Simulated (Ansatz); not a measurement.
Redistribution: SiH3(OH) + SiH(SiH3)2F → SiH2(OH)(SiH3) + SiH2(SiH3)F

Species: SiH3(OH) (silanol), singlet; SiH(SiH3)2F, singlet; SiH2(OH)(SiH3), singlet; SiH2(SiH3)F, singlet. The partners trade H for SiH3; both sit on Si, so the bond types are kept.

Shapes, held fixed at every level: PBE0-D4/def2-TZVP. Flexible molecules stand in one conformer, not always the lowest. Programs: Ansatz 0.2.0. The zero-point and thermal change to 298 K, harmonic and unscaled (PBE0-D4/def2-TZVP), is -0.4 kJ/mol.

```tsv
level	kind	ΔH(298 K) (kJ/mol)	less CCSD(T)/CBS estimate	CPU time (sum over the molecules)
HF/def2-TZVPP	Hartree–Fock	+2.7	-2.2	–
SPW92/def2-TZVPP	LDA	+3.4	-1.5	9.9 s
BHLYP-D4/def2-TZVPP	global hybrid	+5.7	+0.8	18 s
PBE0-D4/def2-TZVPP	global hybrid	+4.8	-0.1	18 s
CCSD(T)/def2-SVP	coupled cluster or CI	+5.8	+0.9	14 s
CCSD/def2-SVP	coupled cluster or CI	+5.5	+0.6	–
CCSD(T)/def2-TZVPP	coupled cluster or CI	+4.5	-0.4	6.7 min
CCSD(T)/CBS estimate	coupled cluster or CI	+4.9	0.0	8.6 min
```

The highest level, CCSD(T)/CBS estimate, gives ΔH(298 K) = +4.9 kJ/mol; the levels span +2.7 to +5.8. The column of differences is taken from that level and isn't an error. No measured value is set beside it here. The CBS estimate extrapolates MP2 from def2-TZVPP and def2-QZVPP and adds CCSD(T) − MP2 in the triple-zeta set, cores frozen. Times are processor times on shared x86 and Arm servers, and rough.
